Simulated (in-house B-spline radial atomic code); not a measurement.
Os⁹⁺: [Kr] 4d10 4f14 5s2 5p5

All numbers are computed (Dirac-Kohn-Sham relativistic LDA, spherical fractional occupations; Fermi nucleus of rms radius 5.4126 fm) with a B-spline radial code for spherical atoms, not measured.

Effective charges: Z_r = [3n² - l(l+1)]/(2<r>) from the radius, Z_e = n√(-2ε) from the energy, and Slater's rules. Values are occupation-weighted means over j. An effective charge above Z reflects the relativistic contraction of the inner shells.

```json
{"shell": "1s", "electrons": "2", "ε (eV)": "-73362", "<r> (bohr)": "0.01782", "Z_r": "84.18", "Z_e": "73.43", "Slater": "75.70"}
{"shell": "2s", "electrons": "2", "ε (eV)": "-12903", "<r> (bohr)": "0.07456", "Z_r": "80.48", "Z_e": "61.59", "Slater": "71.85"}
{"shell": "2p", "electrons": "6", "ε (eV)": "-11366", "<r> (bohr)": "0.06696", "Z_r": "74.68", "Z_e": "57.81", "Slater": "71.85"}
{"shell": "3s", "electrons": "2", "ε (eV)": "-3112.8", "<r> (bohr)": "0.194", "Z_r": "69.57", "Z_e": "45.38", "Slater": "64.75"}
{"shell": "3p", "electrons": "6", "ε (eV)": "-2653.4", "<r> (bohr)": "0.194", "Z_r": "64.43", "Z_e": "41.90", "Slater": "64.75"}
{"shell": "3d", "electrons": "10", "ε (eV)": "-2095.6", "<r> (bohr)": "0.1764", "Z_r": "59.52", "Z_e": "37.23", "Slater": "54.85"}
{"shell": "4s", "electrons": "2", "ε (eV)": "-767.54", "<r> (bohr)": "0.4329", "Z_r": "55.44", "Z_e": "30.04", "Slater": "48.25"}
{"shell": "4p", "electrons": "6", "ε (eV)": "-614.67", "<r> (bohr)": "0.4588", "Z_r": "50.13", "Z_e": "26.89", "Slater": "48.25"}
{"shell": "4d", "electrons": "10", "ε (eV)": "-413.21", "<r> (bohr)": "0.4889", "Z_r": "42.96", "Z_e": "22.04", "Slater": "36.85"}
{"shell": "5s", "electrons": "2", "ε (eV)": "-226.28", "<r> (bohr)": "0.9694", "Z_r": "38.69", "Z_e": "20.39", "Slater": "18.70"}
{"shell": "4f", "electrons": "14", "ε (eV)": "-193.06", "<r> (bohr)": "0.5451", "Z_r": "33.02", "Z_e": "15.07", "Slater": "25.45"}
{"shell": "5p", "electrons": "5", "ε (eV)": "-183.24", "<r> (bohr)": "1.079", "Z_r": "33.81", "Z_e": "18.35", "Slater": "18.70"}
```

The least bound orbital is 5p3/2 at -178.4 eV, and it is also the most diffuse (<r> = 1.103 bohr).

Spin-orbit splittings of the orbital energies (j = l + 1/2 above j = l - 1/2 when positive): 2p 1511 eV, 3p 330 eV, 3d 71.94 eV, 4p 77.86 eV, 4d 14.53 eV, 4f 2.873 eV, 5p 14.56 eV.

For the 1s electron the small component carries 8.19 % of the norm, the zero-frequency Breit interaction raises the level by 263.3 eV, self-energy by 166.1 eV, and vacuum polarisation lowers it by 32.33 eV.

The density falls to 0.001 bohr⁻³ at 2.34 bohr; Σ<r²> = 19.069 bohr² gives, by the non-relativistic formula and without the paramagnetism of open shells, a Langevin diamagnetic susceptibility of -15.1×10⁻⁶ cm³/mol.
